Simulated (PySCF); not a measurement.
# Which determinant of GaSb lies lowest?

Unrestricted PBE0; PySCF, scalar-relativistic core potentials, basis sets Ga cc-pVDZ-PP with ECP10, Sb cc-pVDZ-PP with ECP28. Outer shells of the fragments: Ga 3d10 4s2 4p1; Sb 4d10 5s2 5p3.

Followed along the bond (rough minima from three points):

```csv
2Ms+1,unpaired,⟨S²⟩ at the start,R at minimum (Å),Te (eV)
3,π ↑↑,2.01,2.80,0.00
3,"σ ↑, π ↑",2.01,2.56,0.22
1,π ↑↓,1.01,2.79,0.29
1,"σ ↓, π ↑",1.02,2.54,0.41
1,none,0.00,2.78,1.11
```

Solutions found at the starting distance of 2.570 Å, counted from the lowest of them; the search is not exhaustive and high or unbound solutions are not listed, so other states can lie among these:

```
2Ms+1    unpaired   term  E (eV)  ⟨S²⟩  ⟨Lz²⟩  μ (D)
    3        π ↑↑    ³Σ⁻    0.00  2.01   0.00  -0.52
    3    σ ↑, π ↑     ³Π    0.07  2.01   1.01  -1.73
    1    σ ↓, π ↑  mixed    0.26  1.02   1.01  -1.74
    1        π ↑↓  mixed    0.29  1.01   2.01  -0.43
    1        none  mixed    1.10  0.00   2.00  -0.08
    1        none    ¹Σ⁺    1.20  0.00   0.00  -2.53
    5  σ ↑, π ↑↑↑     ⁵Π    1.72  6.01   1.00   1.48
    3  σ ↓, π ↑↑↑  mixed    2.35  3.02   1.00   1.68
    3        π ↑↑  mixed    2.86  2.01   2.01  -0.26
    3        π ↑↑  mixed    3.17  2.01   2.01  -0.57
```

A term symbol is given only where ⟨S²⟩ and ⟨Lz²⟩ are close to those of a pure state; real π, δ and φ orbitals otherwise mix terms. A positive dipole means Ga(−)Sb(+).

Question: Compare the gap between the two lowest followed solutions at the starting distance with the gap between their minima.

Answer: At PBE0 the second solution (triplet, unpaired electrons σ ↑, π ↑) lies +0.07 eV from the first (triplet, unpaired electrons π ↑↑) at 2.570 Å and +0.22 eV at the minima; the two curves relax by different amounts, since their minima lie near 2.56 and 2.80 Å.

Spin–orbit coupling is left out.
